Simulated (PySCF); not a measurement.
H4CdSi (SMILES [SiH3][CdH]), singlet, geometry from GFN2-xTB (such geometries of metal compounds can be far from the true shape) (core potentials on Cd), atoms displaced at random by about 0.03 Å a coordinate. Base run: TPSS/def2-SVP, gradient run with PySCF.

Input for PySCF:
```python
from pyscf import gto, scf, dft

mol = gto.M(
    atom='''
Cd   -0.589579   -0.361529   -0.028241
H    -2.260556   -0.373765   -0.585552
Si    1.554283    0.979584    0.173844
H     2.343399    0.912221    1.502118
H     1.261939    2.411465    0.090217
H     2.645027    0.788678   -0.810059
''',
    basis='def2-svp',
    ecp={'Cd': 'def2-svp'},
    charge=0,
    spin=0,
    verbose=3,
)

mf = dft.RKS(mol)
mf.xc = 'tpss'
mf.kernel()
g = mf.nuc_grad_method()
grad = g.kernel()
```

The coordinate followed is z of atom 6.

Each row names what was changed in the base input (with any setting that the change needs).

| change | dE/dx (Eh/bohr) | net force (Eh/bohr) |
|---|---|---|
| base | 0.007892 | 0.000022 |
| conv_tol = 1e-11 | 0.007892 | 0.000022 |
| density fitting = on; auxbasis_response = off | 0.007900 | 0.000504 |
| grids.level = 0; grid_response = on | 0.006711 | 0.000000 |
| finite difference step (bohr) = 0.2; conv_tol = 1e-11 | 0.008373 | - |
| finite difference step (bohr) = 1e-5; conv_tol = 1e-11 | 0.007894 | - |
| grids.level = 5; grid_response = off | 0.007893 | 0.000008 |
| grid_response = on | 0.007894 | 0.000000 |
| density fitting = on | 0.007917 | 0.000022 |
| grids.level = 5; grid_response = on | 0.007893 | 0.000000 |
| finite difference step (bohr) = 1e-3; conv_tol = 1e-11 | 0.007894 | - |
| grids.level = 1; grid_response = on | 0.007887 | 0.000000 |

The net force is zero for an exact gradient.
